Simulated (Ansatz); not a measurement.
Gas-phase reaction in SMILES: ClB(Br)Br → Cl[B]Br + Br atom (the B-Br bond at the site shown breaks; other sites are not compared here)
Geometries: B3LYP-D3(BJ)/def2-TZVP minima from Ansatz (a program for electronic structure).
Geometry of the first species:
```xyz
4

B     -0.0158     0.4056    -0.0030
Cl    -0.0835     2.1438    -0.0159
Br     1.6738    -0.4853    -0.0090
Br    -1.6310    -0.6139     0.0171
```

Quantity: bond dissociation energy (electronic energy difference), in eV. Cores are frozen in the correlated levels unless marked. Open shells are spin-unrestricted. No spin-orbit coupling. Frozen are the shells of the preceding noble gas and the d and f shells that filled before the atom's block. Non-relativistic. CBS(X,Y): correlation extrapolated as X^-3; Hartree-Fock from the larger set.

```tsv
level	program	bond dissociation energy (eV)	minus last row
HF/6-31G	Ansatz	2.85	-1.63
BLYP-D4/def2-TZVPD	Ansatz + dftd4	4.29	-0.19
B97M-V/def2-TZVPD	Ansatz	4.45	-0.03
B3LYP-D3(BJ)/def2-TZVPD	Ansatz + dftd3	4.32	-0.16
PBE0/STO-3G	Ansatz	5.54	1.06
PBE0-D4/def2-TZVP	Ansatz + dftd4	4.46	-0.02
PBE0/def2-TZVPD	Ansatz	4.39	-0.09
BHLYP-D3(BJ)/def2-TZVPD	Ansatz + dftd3	4.23	-0.25
HSE06-D4/def2-TZVPD	Ansatz + dftd4	4.46	-0.02
MP2/6-31G*	Ansatz	4.39	-0.09
MP2/def2-SVP	Ansatz	4.45	-0.03
RI-MP2/CBS(def2-TZVPP,def2-QZVPP)	Ansatz	4.72	0.24
CCSD/def2-TZVPP	Ansatz	4.22	-0.26
CCSD(T)/STO-3G	Ansatz	4.78	0.30
CCSD(T)/CBS(def2-TZVPP,def2-QZVPP)	Ansatz	4.48	0.00
```
